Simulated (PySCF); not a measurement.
Electron correlation in V³⁺ (vanadium, charge +3)

[Ar] 3d2, high-spin 3F determinant. Computed with PySCF 2.14 in dyall-av2z (16s12p7d2f, 101 functions), with no relativity, point nucleus. Frozen: [Ar]; 2 electrons correlated; the 25 highest virtual orbitals of each spin left out.

With two correlated electrons CCSD is exact within the correlated space (frozen core and kept virtual orbitals).

| level | correlation energy (mhartree) |
| --- | --- |
| CCSD | -4.55 |

Diagnostics: T1 = 0.00097, D1 = 0.0014, largest double amplitude 0.015.

Question: Is a single reference adequate?

Answer: Yes: T1 lies below 0.03 and no double amplitude reaches 0.07.
